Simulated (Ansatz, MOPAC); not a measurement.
Species: C$_{3}$H$_{5}$Cl (charge 0, singlet). SMILES: C/C=C/Cl

Atoms: C1, C2, C3, Cl4, H5, H6, H7, H8, H9. Bonds: C1-C2, C1-H5, C1-H6, C1-H7, C2-C3, C2-H8, C3-Cl4, C3-H9.

Bond lengths (Å) and angles (degrees) optimised at PM3 with MOPAC; MNDO with MOPAC; HF/STO-3G with Ansatz (a program for electronic structure), each started from the B3LYP-D3(BJ)/def2-TZVP structure (Ansatz) of the last column. A row stands for all coordinates that are equal there; 10 of 17 kinds are shown. No wavenumbers were computed at MNDO, HF/STO-3G, so these may be saddle points.

| coordinate | PM3 | MNDO | HF/STO-3G | B3LYP-D3(BJ)/def2-TZVP |
|---|---|---|---|---|
| C1-C2 | 1.478 | 1.498 | 1.521 | 1.496 |
| C1-H5 | 1.098 | 1.110 | 1.088 | 1.093 |
| C1-H7 | 1.098 | 1.109 | 1.085 | 1.090 |
| C2-C3 | 1.333 | 1.341 | 1.310 | 1.323 |
| C2-H8 | 1.097 | 1.095 | 1.085 | 1.085 |
| C3-Cl4 | 1.687 | 1.752 | 1.779 | 1.740 |
| C3-H9 | 1.096 | 1.086 | 1.084 | 1.081 |
| C1-C2-C3 | 122.8 | 125.4 | 123.4 | 123.4 |
| C2-C3-Cl4 | 120.6 | 122.3 | 122.4 | 123.4 |
| C2-C1-H5 | 110.4 | 110.1 | 110.2 | 110.8 |

Mean signed difference of all 8 bond lengths from B3LYP-D3(BJ)/def2-TZVP: PM3 -0.002 Å, MNDO 0.012 Å, HF/STO-3G 0.005 Å.
